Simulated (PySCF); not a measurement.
## How methods differ on the ionisation energy of Hg⁷¹⁺

Hg⁷¹⁺ [He] 2s2 2p5 (2P) → Hg⁷²⁺ [He] 2s2 2p4 (3P), as a difference of total energies. All numbers are calculated (PySCF 2.14, the spin-free X2C one-electron Hamiltonian (Gaussian nucleus), in an uncontracted even-tempered set (18 s from 51 bohr⁻², ratio 2.2; 13 p from 66 bohr⁻², ratio 2.2; 5 d from 260 bohr⁻², ratio 2.4; 5 f from 390 bohr⁻², ratio 2.4; 4 g from 580 bohr⁻², ratio 2.4)). Correlated levels: nothing frozen; virtual orbitals above 40 to 60 times the deepest correlated orbital energy dropped. The calculations carry no spin-orbit coupling.

| method | ionisation energy (eV) |
| --- | --- |
| UHF | 19537.5 |
| LDA | 19530.0 |
| PBE | 19536.0 |
| PBE0 | 19536.8 |
| r2SCAN | 19542.7 |
| revPBE | 19535.4 |
| TPSS | 19536.5 |
| MP2 (all electrons) | 19539.4 |
| SCS-MP2 (all electrons) | 19539.4 |

Spin-orbit coupling is strong in these open shells (close to jj coupling). The scalar numbers leave it out and a first-order estimate fails, so it can dominate the gap to the real levels.

For this ion Breit and QED terms and the two-electron picture change, all absent here, outweigh the differences among the correlated methods.

For comparison: 18910 ± 60 eV (theoretical estimate listed by NIST; NIST Atomic Spectra Database, ionization energies).
